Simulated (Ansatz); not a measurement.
Geometry optimisation of `F[CH]1[SiH2][Al]1[SH]`.

```yaml
crystal:
  periodic: [false, false, false]
  atoms:
    - {symbol: F, position_ang: [0.887862, 0.280437, 2.065605]}
    - {symbol: C, position_ang: [0.726445, 0.222878, 0.700546]}
    - {symbol: Si, position_ang: [0.710271, -1.403673, -0.367752]}
    - {symbol: Al, position_ang: [-0.692169, 0.494997, -0.647671]}
    - {symbol: S, position_ang: [-2.455197, 1.646379, -1.285478]}
    - {symbol: H, position_ang: [1.522266, 0.842188, 0.188355]}
    - {symbol: H, position_ang: [1.994863, -2.050506, -0.830469]}
    - {symbol: H, position_ang: [-0.148181, -2.456680, 0.292149]}
    - {symbol: H, position_ang: [-2.457560, 2.377681, -0.132485]}
basis:
  gaussian: {orbitals: def2-TZVP}
hamiltonian: {xc: pbe0, dispersion: d4}
relax: {f_tol: 0.005, max_steps: 150}
```

```sh
$ ansatz run in.yaml --threads 4 --pin off --events-out ev --progress --plain --max-ram 10444MiB
```

It prints (some lines left out):

```
Functional definition: PBE0
mean field -29116.59450804 eV, -1070.0151122337 hartree, gradient 2.8e-5 eV, S^2 0.000000; 0 other end points of the search recorded, 0 dependent functions left out
relax step   1: F+E_penalty+E_count = -29116.77575579 eV  Δ(F+E_penalty+E_count) = +0.000e0 eV  max|allowed force component| = 5.025e-1 eV/Å  Δτ_max = 0.0000 Å  (29 SCF iters, accepted)
mean field -29116.62205793 eV, -1070.0161246738 hartree, gradient 1.3e-5 eV, S^2 0.000000; 0 other end points of the search recorded, 0 dependent functions left out
relax step   2: F+E_penalty+E_count = -29116.80426563 eV  Δ(F+E_penalty+E_count) = -2.851e-2 eV  max|allowed force component| = 2.413e-1 eV/Å  Δτ_max = 0.0328 Å  (32 SCF iters, accepted)
mean field -29116.62584770 eV, -1070.0162639453 hartree, gradient 1.2e-5 eV, S^2 0.000000; 0 other end points of the search recorded, 0 dependent functions left out
relax step   3: F+E_penalty+E_count = -29116.80850261 eV  Δ(F+E_penalty+E_count) = -4.237e-3 eV  max|allowed force component| = 4.662e-2 eV/Å  Δτ_max = 0.0227 Å  (32 SCF iters, accepted)
mean field -29116.62616101 eV, -1070.0162754590 hartree, gradient 1.2e-5 eV, S^2 0.000000; 0 other end points of the search recorded, 0 dependent functions left out
relax step   4: F+E_penalty+E_count = -29116.80883115 eV  Δ(F+E_penalty+E_count) = -3.285e-4 eV  max|allowed force component| = 2.702e-2 eV/Å  Δτ_max = 0.0153 Å  (33 SCF iters, accepted)
mean field -29116.62643040 eV, -1070.0162853591 hartree, gradient 1.2e-5 eV, S^2 0.000000; 0 other end points of the search recorded, 0 dependent functions left out
relax step   5: F+E_penalty+E_count = -29116.80906154 eV  Δ(F+E_penalty+E_count) = -2.304e-4 eV  max|allowed force component| = 1.067e-2 eV/Å  Δτ_max = 0.0089 Å  (33 SCF iters, accepted)
mean field -29116.62624639 eV, -1070.0162785968 hartree, gradient 1.2e-5 eV, S^2 0.000000; 0 other end points of the search recorded, 0 dependent functions left out
relax step   6: F+E_penalty+E_count = -29116.80881614 eV  Δ(F+E_penalty+E_count) = +2.454e-4 eV  max|allowed force component| = 4.495e-2 eV/Å  Δτ_max = 0.0268 Å  (32 SCF iters, rejected (line search))
mean field -29116.62661511 eV, -1070.0162921469 hartree, gradient 1.2e-5 eV, S^2 0.000000; 0 other end points of the search recorded, 0 dependent functions left out
relax step   7: F+E_penalty+E_count = -29116.80921091 eV  Δ(F+E_penalty+E_count) = -1.494e-4 eV  max|allowed force component| = 1.457e-2 eV/Å  Δτ_max = 0.0130 Å  (33 SCF iters, accepted)
mean field -29116.62664368 eV, -1070.0162931970 hartree, gradient 1.2e-5 eV, S^2 0.000000; 0 other end points of the search recorded, 0 dependent functions left out
relax step   8: F+E_penalty+E_count = -29116.80923129 eV  Δ(F+E_penalty+E_count) = -2.038e-5 eV  max|allowed force component| = 1.271e-2 eV/Å  Δτ_max = 0.0074 Å  (33 SCF iters, accepted)
mean field -29116.62665638 eV, -1070.0162936637 hartree, gradient 8.3e-6 eV, S^2 0.000000; 0 other end points of the search recorded, 0 dependent functions left out
relax step   9: F+E_penalty+E_count = -29116.80923989 eV  Δ(F+E_penalty+E_count) = -8.603e-6 eV  max|allowed force component| = 9.344e-3 eV/Å  Δτ_max = 0.0017 Å  (25 SCF iters, accepted)
mean field -29116.62666095 eV, -1070.0162938315 hartree, gradient 2.4e-5 eV, S^2 0.000000; 0 other end points of the search recorded, 0 dependent functions left out
relax step  10: F+E_penalty+E_count = -29116.80924383 eV  Δ(F+E_penalty+E_count) = -3.932e-6 eV  max|allowed force component| = 3.687e-3 eV/Å  Δτ_max = 0.0012 Å  (24 SCF iters, accepted)
mean field -29116.62666095 eV, -1070.0162938315 hartree, gradient 2.3e-5 eV, S^2 0.000000; 1 other end points of the search recorded, 0 dependent functions left out
Total energy: -29116.80927740 eV, -1070.0230048622 hartree
Atom 0 at     0.877432     0.285006     2.052233 Å, force     0.000311    -0.000072    -0.001349 eV/Å
Atom 1 at     0.693872     0.208096     0.693912 Å, force    -0.001389    -0.002405     0.003687 eV/Å
Atom 2 at     0.704963    -1.400766    -0.350486 Å, force    -0.000287     0.001777     0.000305 eV/Å
Atom 3 at    -0.716524     0.454243    -0.635886 Å, force     0.000585     0.000455    -0.001385 eV/Å
Atom 4 at    -2.426202     1.642515    -1.266585 Å, force    -0.000009     0.000001     0.000264 eV/Å
Atom 5 at     1.463890     0.830985     0.185572 Å, force     0.000834     0.000480    -0.001751 eV/Å
Atom 6 at     1.978467    -1.992327    -0.849152 Å, force     0.000225    -0.000043    -0.000044 eV/Å
Atom 7 at    -0.106365    -2.467262     0.303319 Å, force     0.000033    -0.000165     0.000349 eV/Å
Atom 8 at    -2.380932     2.393211    -0.150128 Å, force    -0.000303    -0.000028    -0.000076 eV/Å
Dipole moment:    -0.082219     0.172269    -0.219073 e Å
```

Run time 39 s (4 threads of an Arm Neoverse V1 on a shared host); peak host memory 0.55 GiB.
